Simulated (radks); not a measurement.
Ta2+, configuration [Xe] 4f13 5d3 6p1 (not the ground configuration). Calculated with a radial shooting solver on a logarithmic mesh with Libxc functionals: scalar-relativistic Kohn-Sham, PBEsol, spin-polarised, spherical densities, point nucleus; open shells are filled with parallel spins first (spin-orbit coupling, left out, can overturn this in heavy ions).

X-ray form factor f0, the Fourier transform of the density (f0(0) = 71):

sin(theta)/lambda (1/angstrom),f0 (electrons)
0.05,70.124
0.1,67.826
0.15,64.748
0.2,61.367
0.25,57.915
0.3,54.514
0.4,48.174
0.5,42.696
0.6,38.054
0.8,30.639
1,25.066
1.25,20.238
1.5,17.208
2,13.620
